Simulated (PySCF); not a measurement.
Radial density of Kr (krypton, neutral)

UHF, [Kr], closed-shell 1S. All numbers are calculated (PySCF 2.14, scalar relativity through the core potential, in aug-cc-pVQZ-PP with one added diffuse shell each of s, p, d, f, g type with ECP10MDF (8s7p6d4f3g, 114 functions)). This is the valence pseudo-density: the core potential removes the inner electrons and smooths the orbitals near the nucleus.

```tsv
r (bohr)	4πr²ρ (e/bohr)
0.000578	6.330e-05
0.000973	0.0001777
0.00164	0.0004921
0.00275	0.001322
0.00463	0.003381
0.00778	0.008175
0.0131	0.01779
0.0220	0.03349
0.0370	0.05659
0.0623	0.1614
0.105	1.112
0.176	6.760
0.297	25.11
0.499	34.90
0.839	10.85
1.41	5.653
2.37	2.484
3.99	0.2110
6.72	0.001981
```

Energies and moments cover only the electrons outside the core potential.
